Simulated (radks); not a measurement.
The numbers below are computed, except where a source is named.
Removal energies from the sulfur ion S13+, [He] 2s1, by Delta-SCF beside the eigenvalue of the level emptied. Level of theory: scalar-relativistic Kohn-Sham, r2SCAN, spin-polarised, spherical densities, finite nucleus; meta-GGA in the generalised Kohn-Sham scheme; Fermi nuclear charge, rms radius of each element as measured or else 0.836 A^(1/3) + 0.57 fm (a radial shooting solver on a logarithmic mesh with Libxc functionals). Open shells are filled with parallel spins first.

removed from  final configuration  Delta-SCF (eV)  -eigenvalue (eV)
2s                           [He]          706.52            686.63
1s                        1s1 2s1          3139.7            3054.4
